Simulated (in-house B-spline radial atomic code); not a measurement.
Values are calculated unless marked as measured or tabulated.
Stopping and range of 80 keV Mg in InAs

The pair potential comes from two frozen, spherical free-atom densities (PBE, B-spline radial code, scalar-relativistic past argon): electrostatics plus the change in Thomas-Fermi kinetic and Dirac exchange energy where they overlap, the recipe behind the universal ZBL potential, which averages such potentials (from solid-state densities) over many pairs. It is written V = (Z1 Z2 e²/r) φ(r/a), with e² = 14.3996 eV·Å and a = 0.46850 Å/(Z1^0.23 + Z2^0.23); ZBL's fit is φ = 0.18175 e^(−3.1998x) + 0.50986 e^(−0.94229x) + 0.28022 e^(−0.4029x) + 0.02817 e^(−0.20162x). Where φ falls below 4e-4 it is continued as an exponential.

The target is taken as amorphous, with density 5.68 g/cm³ (NSM archive of the Ioffe Institute); channelling is ignored. Masses: Mg 24.3, In 114.82, As 74.92 u. Nuclear stopping is S_n = 4π a Z1 Z2 e² M1/(M1 + M2) × s_n(ε), with s_n integrated over impact parameters for each pair. Electronic stopping is Lindhard and Scharff's S_e = Z1^(1/6) 8π e² a0 Z1 Z2/(Z1^(2/3) + Z2^(2/3))^(3/2) × v/v0, with a0 = 0.529177 Å and v = v0 at 24.801 keV/u; it misses the oscillations with Z1 seen in experiment, which reach tens of per cent. Compounds add by atom fraction.

```json
{"target atom": "In", "a (Å)": "0.11106", "ε at this energy": "0.866", "s_n, this pair": "0.3252", "s_n, ZBL potential": "0.3205"}
{"target atom": "As", "a (Å)": "0.11695", "ε at this energy": "1.239", "s_n, this pair": "0.3125", "s_n, ZBL potential": "0.2972"}
```

(1) What are the atom density and the stopping powers at entry?

Along the track:

```tsv
E (keV)	N S_n (eV/nm)	N S_e (eV/nm)
4	214	58.7
12	261	102
24	270	144
40	263	185
60	250	227
80	237	262
```

(2) Estimate the path length and the projected range.

Results:

(1) N = 5.68 × 0.602214/94.87 = 0.03606 atoms/Å³. For In: S_n = 2064 × 0.3252 = 671.2 eV·Å², S_e = 2.7290 × √80000 = 771.9 eV·Å². For As: S_n = 2052 × 0.3125 = 641.5 eV·Å², S_e = 2.4153 × √80000 = 683.1 eV·Å². Averaged over the target's atoms (half each) and times N × 10 Å/nm, the ion loses N S_n = 237 eV/nm to recoils and N S_e = 262 eV/nm to electrons; the nuclear share is 47 %.

(2) With continuous slowing down the path is the integral of dE/(N (S_n + S_e)). Trapezoids over the table give 178 nm, and the stretch below the first row, with stopping taken as √E, adds 2E/(N S) = 29 nm: 208 nm in all, against 201 nm on a fine grid from 5 eV. Deflections shorten the depth: to first order in the energy passed on, N (S_n + S_e) dR_p/dE = 1 − N S_n (M2/M1) R_p/(2E), summed over the target's atoms, and integrating this on the fine grid gives R_p = 83.6 nm, 0.42 of the path. Lindhard's rule of thumb R/(1 + M2/3M1), with mean M2/M1 = 3.90, gives 87.2 nm; it is meant for M2/M1 below about 2. On the ZBL potential the same equation gives 85.8 nm, and the full integral equation, which keeps hard collisions, 90.9 nm.
